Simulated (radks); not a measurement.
Results of a calculation; reference values are marked as such.
Initial-state core-level shifts of neutral aluminium when its valence configuration changes from [Ne] 3s2 3p1. Level of theory: Dirac Kohn-Sham, LDA (Slater exchange, Perdew-Wang correlation), spin-unpolarised, spherical densities, point nucleus; open shells are shared between the two j in proportion to 2j + 1 (a radial shooting solver on a logarithmic mesh with Libxc functionals). Shifts are changes of the shell-averaged eigenvalues in eV (positive: less bound).

valence	1s	2s	2p
3s1 3p2	-1.825	-1.784	-1.769
3s1.5 3p1.5	-0.938	-0.916	-0.909
3p3	-3.480	-3.409	-3.377
3s0.5 3p2.5	-2.670	-2.613	-2.590
